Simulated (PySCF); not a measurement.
Species: C₆H₆N₂SSi.
Geometry (GFN2-xTB, Å), atoms numbered from 1 in this order:
```xyz
16
C6H6N2SSi angstrom
Si    -2.734    0.357   -0.237
C     -0.877    0.045   -0.063
C     -0.416   -1.251    0.233
C      0.919   -1.555    0.376
C      1.835   -0.525    0.219
S      3.558   -0.486    0.321
N      3.563    1.161   -0.024
N      2.439    1.658   -0.200
C      1.401    0.791   -0.084
C      0.041    1.064   -0.223
H     -3.391   -0.073    1.000
H     -2.946    1.784   -0.468
H     -3.231   -0.434   -1.364
H     -1.146   -2.039    0.354
H      1.248   -2.558    0.602
H     -0.270    2.071   -0.453
```

Definitions: NICS(0) = −σiso at the ring centroid; NICS(1) = −σiso and NICS(1)zz = −σzz at ±1 Å along the ring normal z. Level: GIAO PBE0/pcSseg-1 (PySCF, non-relativistic, gas phase) on the GFN2-xTB geometry, one conformer.

Ring bond lengths (Å), with Mayer bond orders in brackets: C2–C3 1.407 (1.35), C3–C4 1.377 (1.51), C4–C5 1.388 (1.30), C5–C9 1.419 (1.15), C9–C10 1.395 (1.35), C10–C2 1.380 (1.48); C5–S6 1.726 (1.19), S6–N7 1.682 (1.06), N7–N8 1.241 (1.63), N8–C9 1.357 (1.18), C9–C5 1.419 (1.15).

Q: Give the NICS values of each ring in ppm.

A: 
```csv
ring,type,NICS(0),"NICS(1), two faces","NICS(1)zz, two faces",rms pucker (Å),"centre to ring atoms, mean (Å)"
C2–C3–C4–C5–C9–C10,6-membered carbocycle; formal bonds all aromatic,-8.9,-11.7 / -11.7,-29.2 / -29.1,0.00,1.39
C5–S6–N7–N8–C9,5-membered ring with 2 N and S; formal bonds all aromatic,-11.5,-12.8 / -12.8,-29.8 / -29.8,0.00,1.26
```

Q: What do they say, and how far can they be read as aromaticity?

A: 
- C2–C3–C4–C5–C9–C10: mean NICS(1)zz -29.2 ppm, shielded. For a flat ring without four-coordinate atoms the NICS criterion counts such a value as aromatic, though in fused rings the probe also feels the neighbouring ring.
- C5–S6–N7–N8–C9: mean NICS(1)zz -29.8 ppm, shielded, aromatic by this magnetic criterion (flat ring, no four-coordinate atom), though in fused rings the probe also feels the neighbouring ring.

Q: How equal are the bonds by HOMA? Use HOMA with the parameters of Krygowski (1993).

A: 
- C2–C3–C4–C5–C9–C10: HOMA 0.93 = 1 − EN − GEO, with mean bond length 1.394 Å, EN = α(Ropt − mean)² = 0.010 and GEO = α × variance = 0.056. The geometric and the magnetic index point the same way.

Q: Give the inner angles of the rings and the Hirshfeld charges of the ring atoms.

A: 
- C2–C3–C4–C5–C9–C10: C2 119.1° (-0.090 e), C3 122.9° (-0.036 e), C4 117.7° (-0.052 e), C5 120.7° (-0.031 e), C9 120.1° (+0.018 e), C10 119.5° (-0.036 e); sum 720.0° against 720° for a flat convex ring.
- C5–S6–N7–N8–C9: C5 107.3° (-0.031 e), S6 90.7° (+0.148 e), N7 114.8° (-0.103 e), N8 115.1° (-0.091 e), C9 112.1° (+0.018 e); sum 540.0° against 540° for a flat convex ring.

Q: How shielded are the nuclei of the rings and their hydrogens (means over atoms taken as equivalent)?

A: 
```json
{"atoms": "C2", "environment": "substituted aromatic carbon", "σ isotropic (ppm)": "53.0", "principal values of the symmetric part, first atom (ppm)": "-42.2, 8.4, 192.8"}
{"atoms": "C3", "environment": "aromatic CH carbon", "σ isotropic (ppm)": "47.8", "principal values of the symmetric part, first atom (ppm)": "-65.3, 37.7, 171.1"}
{"atoms": "C4", "environment": "aromatic CH carbon", "σ isotropic (ppm)": "62.4", "principal values of the symmetric part, first atom (ppm)": "-36.6, 45.6, 178.3"}
{"atoms": "C5", "environment": "ring-fusion aromatic carbon", "σ isotropic (ppm)": "32.7", "principal values of the symmetric part, first atom (ppm)": "-41.2, -4.9, 144.4"}
{"atoms": "S6", "environment": "ring sulfur", "σ isotropic (ppm)": "4.5", "principal values of the symmetric part, first atom (ppm)": "-484.4, 184.3, 313.7"}
{"atoms": "N7", "environment": "pyridine-type nitrogen", "σ isotropic (ppm)": "-200.5", "principal values of the symmetric part, first atom (ppm)": "-545.3, -178.2, 121.9"}
{"atoms": "N8", "environment": "pyridine-type nitrogen", "σ isotropic (ppm)": "-211.0", "principal values of the symmetric part, first atom (ppm)": "-621.9, -180.0, 168.9"}
{"atoms": "C9", "environment": "ring-fusion aromatic carbon", "σ isotropic (ppm)": "29.7", "principal values of the symmetric part, first atom (ppm)": "-29.6, 14.8, 103.8"}
{"atoms": "C10", "environment": "aromatic CH carbon", "σ isotropic (ppm)": "48.2", "principal values of the symmetric part, first atom (ppm)": "-51.0, 30.3, 165.4"}
{"atoms": "H14", "environment": "aromatic hydrogen", "σ isotropic (ppm)": "23.66", "principal values of the symmetric part, first atom (ppm)": "18.7, 23.4, 28.9"}
{"atoms": "H15", "environment": "aromatic hydrogen", "σ isotropic (ppm)": "23.21", "principal values of the symmetric part, first atom (ppm)": "17.4, 24.3, 27.8"}
{"atoms": "H16", "environment": "aromatic hydrogen", "σ isotropic (ppm)": "22.44", "principal values of the symmetric part, first atom (ppm)": "17.5, 22.4, 27.4"}
```

On one thread, Arm Neoverse V1, no GPU, shared host, this took 47 s wall. This is the whole shielding run at PBE0/pcSseg-1, SCF included.
